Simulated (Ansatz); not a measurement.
Species: difluoroboranylsilane, sum formula BSiH3F2, net charge 0, singlet state. SMILES: FB(F)[SiH3]
Coordinates optimised at B3LYP-D3(BJ)/def2-TZVP (Ansatz, a program for electronic structure):
```
Si
H 1 1.4797
H 1 1.4822 2 109.58
H 1 1.4825 2 109.48 3 -119.01
B 1 2.0346 2 111.07 4 -120.32
F 5 1.3238 1 122.80 2 2.52
F 5 1.3250 6 116.13 1 -179.85
```

Atomisation energy built up term by term with Ansatz (kcal/mol; UHF references for open shells; valence terms freeze the core; atomic spin-orbit terms are left out). Basis-set limits of correlation are two-point, X^-3; Hartree-Fock from the larger set (for Q and 5 zeta extrapolated as (X+1)exp(-9√X)).

```json
[
 {"term": "Hartree-Fock", "basis": "CBS(cc-pV(Q+d)Z,cc-pV(5+d)Z)", "kcal/mol": "(withheld)"},
 {"term": "CCSD correlation", "basis": "CBS(cc-pV(Q+d)Z,cc-pV(5+d)Z)", "kcal/mol": "(withheld)"},
 {"term": "(T)", "basis": "CBS(cc-pV(Q+d)Z,cc-pV(5+d)Z)", "kcal/mol": "8.43"},
 {"term": "core correlation", "basis": "cc-pwCVTZ", "kcal/mol": "1.26"},
 {"term": "scalar relativity (X2C)", "basis": "cc-pVTZ-DK against cc-pVTZ", "kcal/mol": "-1.11"},
 {"term": "sum: De", "basis": "", "kcal/mol": "(withheld)"}
]
```

What belongs in the gaps?


- Hartree-Fock, kcal/mol: 476.60
- CCSD correlation, kcal/mol: 128.90
- sum: De, kcal/mol: 614.1
